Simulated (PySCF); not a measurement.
**Electron correlation in Mo³⁺ (molybdenum, charge +3)**

Starting occupation: [Kr] 4d2 5p1, 4d5/2 with m_j = +3/2, +5/2, 5p3/2 with m_j = +3/2. Calculation: PySCF 2.14, in x2c-TZVPall-2c; X2C-1e with screened-nucleus spin-orbit coupling, Gaussian nucleus. Frozen: [Ar] 3d10; 11 electrons correlated; the 6 highest virtual spinors left out.

MP2 pair energies summed by pair of shells (mhartree):

| pair | energy | share (%) |
| --- | --- | --- |
| 4p-4p | -101.09 | 46.2 |
| 4d-4p | -57.30 | 26.2 |
| 4p-4s | -23.95 | 10.9 |
| 4p-5p | -15.07 | 6.9 |
| 4d-5p | -6.56 | 3.0 |
| 4d-4s | -5.80 | 2.7 |
| 4s-4s | -5.44 | 2.5 |
| 4d-4d | -2.94 | 1.3 |
| 4s-5p | -0.78 | 0.4 |

Total MP2 correlation energy: -218.92 mhartree.

The GHF reference relaxed away from the jj start to a determinant that is no pure jj level (⟨S²⟩ = 3.75, ⟨J²⟩ = 35.76); the energies belong to that determinant.

This basis was not built for core-valence correlation, so the inner-shell part is incomplete.
